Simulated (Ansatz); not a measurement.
`C=NBCCl` + H₂ → `C=NBC` + HCl  (hydrogenolysis of a C–Cl bond)

Calculated with Ansatz (gas phase, PBE0-D4/def2-TZVP geometries, no zero-point term in ΔE). CBS: MP2 limit from def2 TZ/QZ plus the TZ coupled-cluster correction, frozen cores. This one scheme is used for every species. Functionals use def2-TZVPP. One conformer a species, not always the lowest.

Question: Is it downhill or uphill in electronic energy at CCSD(T)/CBS, and by how much? (Estimate.)

Answer: Ansatz gave: Downhill: ΔE = -19.7 kcal/mol.

Question: What do these levels give: PBE-D4, PBE0-D4, ωB97X-V, ωB97M-V, HF/def2-TZVPP, CCSD/def2-TZVPP? (Estimate.)

Answer: The calculation gave: PBE-D4 -18.9, PBE0-D4 -20.1, ωB97X-V -19.7, ωB97M-V -19.9, HF/def2-TZVPP -23.9, CCSD/def2-TZVPP -21.9 kcal/mol.

Largest T1 diagnostic among the species: 0.014.

From PBE to PBE0 (25 % exact exchange), in def2-TZVPP and without D4, ΔE moves by −1.1 kcal/mol. The D4 term adds +2.0 kcal/mol with B3LYP and +1.1 kcal/mol with PBE0; it sums over pairs of atoms, weighted by their polarisabilities, and B3LYP, whose exchange is more repulsive, gets the larger term. In def2-TZVPP, CCSD(T) changes the Hartree–Fock value by +3.1 kcal/mol (the triples alone add +1.1 kcal/mol) and MP2 by +4.0 kcal/mol.

B3LYP here is the variant with VWN-RPA as its local correlation; programs differ in this.
